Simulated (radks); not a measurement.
The numbers below are computed, except where a source is named.
Effect of the nuclear size on the titanium ion Ti2+, [Ar] 3d2. Code: a radial shooting solver on a logarithmic mesh with Libxc functionals. Model: Dirac Kohn-Sham, relativistic LDA (MacDonald-Vosko exchange, VWN5 correlation), spin-unpolarised, spherical densities, finite nucleus; open shells are shared between the two j in proportion to 2j + 1; Fermi nuclear charge, rms radius 3.5921 fm. The rms radius is varied about that value; shifts are against it.

rms radius (fm)  total energy shift (eV)  density at nucleus (e/bohr^3)  1s1/2 shift (meV)  2s1/2 shift (meV)  3s1/2 shift (meV)
3.2042                          -0.00988                           8438              -4.17             -0.349             -0.048
3.4772                          -0.00304                           8417              -1.28             -0.108             -0.015
3.5921                                 0                           8408              0.000              0.000              0.000
3.7825                           0.00525                           8395               2.22              0.186              0.026
4.0734                            0.0138                           8376               5.82              0.487              0.067

Slopes of the eigenvalues against <r^2> in GHz/fm^2, as finite differences over the two radii next to the reference (eigenvalue slopes, not the field-shift constants of lines): 1s1/2 382, 2s1/2 32.0, 3s1/2 4.41.
